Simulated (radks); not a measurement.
Values are calculated unless marked as measured or tabulated.
Q: Excited configurations of neutral europium: one electron is placed in a higher orbital outside [Xe] 4f7 6s1. The ground configuration is [Xe] 4f7 6s2. Level of theory: scalar-relativistic Kohn-Sham, PBE, spin-polarised, spherical densities, finite nucleus; open shells are filled with parallel spins first (spin-orbit coupling, left out, can overturn this in heavy ions); Fermi nuclear charge, rms radius 5.1115 fm (a radial shooting solver on a logarithmic mesh with Libxc functionals). Excitation = E - E(ground); binding = E(ion) - E, where the ion is the core of charge +1; n* = 1/sqrt(2 binding) in atomic units, and the quantum defect is n - n*.

outer orbital  excitation (eV)  binding (eV)     n*  quantum defect  eigenvalue (eV)  <r> (bohr)
6p                       1.803         3.805  1.891           4.109           -2.043       5.515
6d                       4.041         1.567  2.947           3.053           -0.792       11.23
6f                       4.904         0.704  4.396           1.604           -0.402       27.18
7d                       4.609         0.999  3.690           3.310           -0.588       20.49

Estimate the row for 5f.

A: excitation (eV) 4.623; binding (eV) 0.985; n* 3.716; quantum defect 1.284; eigenvalue (eV) -0.469; <r> (bohr) 16.15. The Delta-SCF ionisation energy is 5.608 eV (NIST Atomic Spectra Database: 5.670 eV, measured). Self-interaction in the functional shifts the binding energies and quantum defects, so they are the method's values and not measured ones. Open shells are spherical and high-spin; term and fine-structure splittings are not resolved. Spin-orbit splitting is averaged out at the scalar-relativistic level.
